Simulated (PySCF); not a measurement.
Sn(F)2(Br)(Vi), SMILES C=[CH][Sn]([F])([F])[Br] (C₂H₃BrF₂Sn), PBE0/def2-SVP optimised geometry.

```
9

C     -0.36    -2.35    -2.60
C     -1.32    -1.94    -1.77
Sn    -0.74    -0.94     0.00
F      1.19    -0.94     0.00
F     -1.19     0.94     0.00
Br    -1.51    -1.81     2.17
H      0.71    -2.19    -2.39
H     -0.60    -2.87    -3.53
H     -2.38    -2.11    -1.96
```

Density from PBE0/def2-TZVP, def2 effective core potentials past Kr (PySCF) at that geometry. The core electrons that the potentials of Sn replace are not part of the density.

Minimum of the electron density along straight lines between bonded atoms, close to the bond critical point (lines longer than 1.1 times the sum of covalent radii, or with two minima, are not listed):

```csv
bond,length / Å,ρ at the minimum / e bohr⁻³,∇²ρ there / e bohr⁻⁵,position (fraction from the first atom)
C1–C2,1.334,0.348,-1.05,0.50
C2–Sn3,2.110,0.113,0.10,0.49
Sn3–F4,1.930,0.120,0.58,0.52
Sn3–F5,1.927,0.121,0.59,0.52
Sn3–Br6,2.461,0.082,0.11,0.47
C1–H7,1.095,0.281,-1.00,0.65
C1–H8,1.096,0.278,-0.98,0.65
C2–H9,1.094,0.277,-0.97,0.65
```
